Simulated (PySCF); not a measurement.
Record of a relaxation.

Species: C2H10Si2.
Bonds: C1–Si2, Si2–Si3, Si3–C4. Hydrogens: H5, H6, H7 on C1; H8, H9 on Si2; H10, H11 on Si3; H12, H13, H14 on C4.

Computed by this run: PySCF, PBE0-D3(BJ)/def2-SVP geometry optimisation, gas phase; density fitting, grid level 1; the optimiser is geomeTRIC in internal coordinates, started from a GFN2-xTB structure with every atom displaced at random (about 0.01 Å). The frame can shift and turn from step to step; on so coarse a grid that alone can change the energy by a few meV, and forces under 0.02 eV/Å are noise.

Step 0: E = -17976.8079 eV, largest atomic force 2.543 eV/Å
```
atom  x, y, z in Å  |  force x, y, z in eV/Å
C1     -2.506    0.135    0.279   -0.123   1.017  -0.422
Si2    -0.915   -0.653   -0.310   -0.633   0.340   0.552
Si3     0.889    0.646    0.297    1.696  -0.576   0.112
C4      2.559   -0.158   -0.282   -2.474  -0.540  -0.232
H5     -2.651    1.142   -0.169    0.180  -0.272   0.084
H6     -2.545    0.278    1.353    0.099  -0.020   0.614
H7     -3.384   -0.433   -0.005   -0.416  -0.502  -0.176
H8     -0.859   -2.001    0.256    0.271  -0.609   0.335
H9     -1.023   -0.835   -1.744    0.143  -0.024  -0.993
H10     1.021    0.839    1.771   -0.269  -0.083   0.191
H11     0.865    2.004   -0.254   -0.273   0.558  -0.351
H12     2.656   -1.147    0.163    0.078  -0.374   0.124
H13     2.510   -0.266   -1.369    0.212  -0.038  -0.271
H14     3.377    0.434    0.004    1.508   1.123   0.435
```

Step 1: E = -17977.0137 eV, largest atomic force 0.511 eV/Å
```
atom  x, y, z in Å  |  force x, y, z in eV/Å
C1     -2.369    0.453    0.445   -0.070  -0.056   0.096
Si2    -0.798   -0.408   -0.138    0.217  -0.133  -0.167
Si3     1.179    0.754    0.377   -0.187   0.056  -0.162
C4      2.730   -0.056   -0.347    0.180   0.362   0.312
H5     -2.450    1.448   -0.011    0.004   0.087  -0.054
H6     -2.381    0.583    1.539    0.035  -0.026  -0.016
H7     -3.264   -0.124    0.161    0.065   0.007   0.006
H8     -0.667   -1.781    0.463   -0.105   0.034  -0.027
H9     -0.840   -0.581   -1.633   -0.044  -0.022   0.097
H10     1.251    0.860    1.870    0.129   0.023   0.011
H11     1.039    2.147   -0.171    0.057  -0.015   0.061
H12     2.863   -1.072    0.052    0.028  -0.045  -0.006
H13     2.679   -0.111   -1.445   -0.019   0.013   0.007
H14     3.618    0.553   -0.062   -0.290  -0.286  -0.160
```

Step 2: E = -17977.0295 eV, largest atomic force 0.140 eV/Å
```
atom  x, y, z in Å  |  force x, y, z in eV/Å
C1     -2.354    0.449    0.445   -0.035   0.049   0.020
Si2    -0.790   -0.415   -0.151    0.099  -0.050  -0.051
Si3     1.170    0.768    0.373   -0.118   0.023  -0.021
C4      2.713   -0.051   -0.335    0.075   0.076   0.091
H5     -2.436    1.448   -0.009   -0.004  -0.011   0.007
H6     -2.352    0.571    1.539    0.017  -0.008  -0.002
H7     -3.248   -0.129    0.166    0.004  -0.001   0.002
H8     -0.685   -1.787    0.448   -0.030   0.002  -0.007
H9     -0.849   -0.591   -1.642   -0.005  -0.012   0.016
H10     1.274    0.877    1.865    0.028   0.019   0.000
H11     1.046    2.162   -0.170    0.010   0.003   0.026
H12     2.840   -1.068    0.065   -0.006  -0.011  -0.018
H13     2.655   -0.109   -1.432    0.001  -0.016  -0.018
H14     3.604    0.540   -0.065   -0.035  -0.064  -0.045
```

Step 3: E = -17977.0316 eV, largest atomic force 0.032 eV/Å
```
atom  x, y, z in Å  |  force x, y, z in eV/Å
C1     -2.347    0.448    0.448   -0.002   0.017  -0.005
Si2    -0.786   -0.419   -0.159    0.009  -0.009  -0.002
Si3     1.163    0.776    0.370   -0.002  -0.011   0.002
C4      2.708   -0.049   -0.331   -0.009   0.009   0.003
H5     -2.432    1.449   -0.002   -0.003  -0.003   0.005
H6     -2.334    0.565    1.542    0.008  -0.003   0.004
H7     -3.244   -0.128    0.174   -0.005  -0.001   0.004
H8     -0.691   -1.790    0.440   -0.001  -0.002   0.000
H9     -0.851   -0.596   -1.648    0.004  -0.002  -0.004
H10     1.277    0.890    1.862   -0.006   0.009  -0.002
H11     1.043    2.171   -0.170   -0.004   0.003   0.004
H12     2.828   -1.067    0.069   -0.015  -0.006  -0.005
H13     2.650   -0.114   -1.428   -0.003  -0.012  -0.005
H14     3.606    0.529   -0.069    0.030   0.012   0.002
```

Step 4: E = -17977.0319 eV, largest atomic force under 0.02 eV/Å
```
atom  x, y, z in Å  |  force x, y, z in eV/Å
C1     -2.344    0.449    0.451    0.003   0.002  -0.007
Si2    -0.785   -0.419   -0.162   -0.010   0.000   0.003
Si3     1.162    0.779    0.368    0.013  -0.006   0.003
C4      2.706   -0.050   -0.331   -0.002   0.003  -0.008
H5     -2.430    1.451    0.003   -0.001  -0.001   0.003
H6     -2.324    0.563    1.545    0.004  -0.001   0.002
H7     -3.242   -0.127    0.180   -0.003   0.001   0.005
H8     -0.691   -1.792    0.436    0.003  -0.001   0.000
H9     -0.851   -0.596   -1.651    0.002   0.001  -0.002
H10     1.274    0.895    1.860   -0.007   0.003   0.000
H11     1.041    2.173   -0.172   -0.005   0.001  -0.002
H12     2.821   -1.068    0.071   -0.008  -0.002  -0.001
H13     2.647   -0.118   -1.428   -0.003  -0.005   0.001
H14     3.608    0.525   -0.072    0.013   0.005   0.003
```

Task: Summarise the path.

Result: The energy falls by 21.61 kJ/mol from step 0 to step 4; nine tenths of that is first reached at step 1. It falls at every step. The largest force goes from 2.543 to under 0.02 eV/Å. Among the bonds Si3–C4 changes most, from 1.942 to 1.886 Å; the atoms move by 0.062 Å rms after alignment.

Task: Follow the three bonds and two angles with the largest change from start to end.

Result: 
```csv
step,E above end (kJ/mol),largest force (eV/Å),Si3–C4 (Å),C4–H14 (Å),Si2–H9 (Å),Si2–Si3–H11 (°),Si2–Si3–H10 (°)
0,21.61,2.543,1.942,1.050,1.450,114.2,113.7
1,1.75,0.511,1.894,1.114,1.506,107.4,107.1
2,0.23,0.140,1.885,1.103,1.502,108.5,108.5
3,0.03,0.032,1.886,1.100,1.500,109.0,109.0
4,0.00,under 0.02,1.886,1.100,1.500,109.0,109.1
```

What follows is the cost of the whole optimisation. Time: 23 s; peak memory 0.45 GiB. Hardware: an Arm Neoverse V1 with one thread, shared host with 32 logical CPUs at a one-minute load of 32.
